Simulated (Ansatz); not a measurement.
ZrSi, closed-shell singlet (lowest of 2S+1 = 1, 3, 5, 7 at CCSD(T)/def2-TZVPP on PBE0 minima; our sources give no spin for the ground state, which may be another), most abundant isotopes (89.9047 and 27.9769 u). Constants from fifth-degree fits in 1/R to seven points on the lowest solution found; no spin–orbit coupling, no relativity up to Kr; ω_e x_e and α_e move by some per cent with the fit.

Correlated levels freeze the inner cores; with def2 sets outer-core shells near the valence are correlated too. CBS: X⁻³ extrapolation of the correlation energy, Hartree–Fock from the larger set.

Run with Ansatz (Gaussian orbitals).  In def2 rows elements past Kr take small-core potentials, without spin–orbit coupling.

```json
[
 {"level": "PBE/def2-TZVPP", "r_e (Å)": "2.3384", "ω_e (cm⁻¹)": "438.4", "ω_e x_e (cm⁻¹)": "1.19", "α_e (cm⁻¹)": "0.000531"},
 {"level": "CCSD(T)/CBS(def2-TZVPP, def2-QZVPP)", "r_e (Å)": "2.3428", "ω_e (cm⁻¹)": "432.4", "ω_e x_e (cm⁻¹)": "1.42", "α_e (cm⁻¹)": "0.000577"}
]
```

Question: Derive the rotational constants, the centrifugal constant, the fundamental, the zero-point energy and the force constant.

Answer: 
μ = 21.33714 u.
- PBE/def2-TZVPP: B_e = 16.8576/(μ r_e²) = 0.14449 cm⁻¹; B₀ = B_e − α_e/2 = 0.14422 cm⁻¹; D = 4B_e³/ω_e² = 6.28e-08 cm⁻¹; fundamental ω_e − 2ω_e x_e = 436 cm⁻¹; zero-point energy ω_e/2 − ω_e x_e/4 = 219 cm⁻¹; k = μ(2πcω_e)² = 242 N/m; the line J = 1 ← 0 at 2B₀ = 8.647 GHz
- CCSD(T)/CBS(def2-TZVPP, def2-QZVPP): B_e = 16.8576/(μ r_e²) = 0.14395 cm⁻¹; B₀ = B_e − α_e/2 = 0.14366 cm⁻¹; D = 4B_e³/ω_e² = 6.38e-08 cm⁻¹; fundamental ω_e − 2ω_e x_e = 430 cm⁻¹; zero-point energy ω_e/2 − ω_e x_e/4 = 216 cm⁻¹; k = μ(2πcω_e)² = 235 N/m; the line J = 1 ← 0 at 2B₀ = 8.614 GHz

Doubts at one or more of the structures used: a restricted determinant that unrestricted orbitals would lower (CCSD(T)/CBS(def2-TZVPP, def2-QZVPP)).

Ansatz is a program for electronic structure.
